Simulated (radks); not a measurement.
Results of a calculation; reference values are marked as such.
Ionisation of Gd, [Xe] 4f7 5d1 6s2, to Gd+, [Xe] 4f7 5d1 6s1, under several functionals. Scalar-relativistic Kohn-Sham, spin-polarised, spherical densities, point nucleus; open shells are filled with parallel spins first (spin-orbit coupling, left out, can overturn this in heavy ions); a radial shooting solver on a logarithmic mesh with Libxc functionals.

\begin{tabular}{lrrrrrr}
functional & E(Gd) (hartree) & Exc (hartree) & IE (eV) & -e(HOMO) (eV) & <r> HOMO (bohr) & IE error (eV) \\ \hline
XLYP & -11273.0586 & -250.5112 & 6.141 & 2.752 & 2.756 & -0.008 \\
LDA (Slater exchange, Perdew-Wang correlation) & -11263.9109 & -241.3517 & 6.256 & 3.098 & 2.726 & +0.106 \\
LDA (Slater exchange, Perdew-Zunger correlation) & -11263.9040 & -241.3439 & 6.285 & 3.077 & 2.731 & +0.135 \\
\end{tabular}

NIST Atomic Spectra Database: 6.150 eV (measured). Closest: XLYP. The Delta-SCF values span 0.14 eV, the total energies 9.15 hartree. The highest occupied level is 5d. Open shells are spherical and high-spin; term and fine-structure splittings are not resolved. Spin-orbit splitting is averaged out at the scalar-relativistic level.
